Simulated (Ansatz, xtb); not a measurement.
**CH5BCl2Si: where a starting geometry ends**

The starting geometry of this gas-phase singlet was built from a drawn formula by distance geometry and a force field; its bonds are those of `[SiH3][C+](Cl)[BH2-]Cl`.

```xyz
10

C    -0.1547    0.0920   -0.7271
B     1.1215   -0.5026   -1.6014
Cl   -1.8105   -0.4152   -1.1379
Cl    1.1782   -2.3553   -1.4868
Si    0.1997    1.1837    0.7256
H     1.0032    0.4691    1.7137
H     0.8215    2.3314    0.2141
H    -1.1106    1.5268    1.3187
H     0.9297   -0.1425   -2.7434
H     2.0828    0.0109   -1.2361
```

Question: Where would you expect an optimisation with r2SCAN-D4/def2-SVP to take it?

Answer: It rearranges to `[SiH3][C@H](Cl)BCl`. Contacts that open: B2–H9 (1.21 → 2.19 Å). Contacts that close: C1–H9 (2.30 → 1.10 Å).

The energy falls by 2.94 eV over 23 steps:

```json
{"step": "1", "E − E(last) (eV)": "2.936"}
{"step": "3", "E − E(last) (eV)": "2.305"}
{"step": "6", "E − E(last) (eV)": "1.887"}
{"step": "8", "E − E(last) (eV)": "1.294"}
{"step": "11", "E − E(last) (eV)": "0.336"}
{"step": "13", "E − E(last) (eV)": "0.174"}
{"step": "16", "E − E(last) (eV)": "0.033"}
{"step": "18", "E − E(last) (eV)": "0.009"}
{"step": "21", "E − E(last) (eV)": "0.000"}
{"step": "23", "E − E(last) (eV)": "0.000"}
```

Final geometry (Å):

```yaml
atoms:
  - { symbol: C, position_ang: [-0.0358, 0.1139, -1.0981] }
  - { symbol: B, position_ang: [1.2608, -0.6669, -1.4251] }
  - { symbol: Cl, position_ang: [-1.5379, -0.8625, -0.8538] }
  - { symbol: Cl, position_ang: [1.4250, -2.3882, -1.1899] }
  - { symbol: Si, position_ang: [0.2394, 1.1087, 0.5184] }
  - { symbol: H, position_ang: [0.4972, 0.1537, 1.6312] }
  - { symbol: H, position_ang: [1.4088, 2.0223, 0.3493] }
  - { symbol: H, position_ang: [-0.9912, 1.9028, 0.7852] }
  - { symbol: H, position_ang: [-0.2362, 0.8673, -1.8811] }
  - { symbol: H, position_ang: [2.2306, -0.0525, -1.7970] }
```

From the same start GFN2-xTB reaches the same bonding as this run.

The end wasn't checked by frequencies. Run with Ansatz 0.2.0, 30 s on 2 threads of Intel(R) Xeon(R) 6975P-C (Granite Rapids) (shared host).
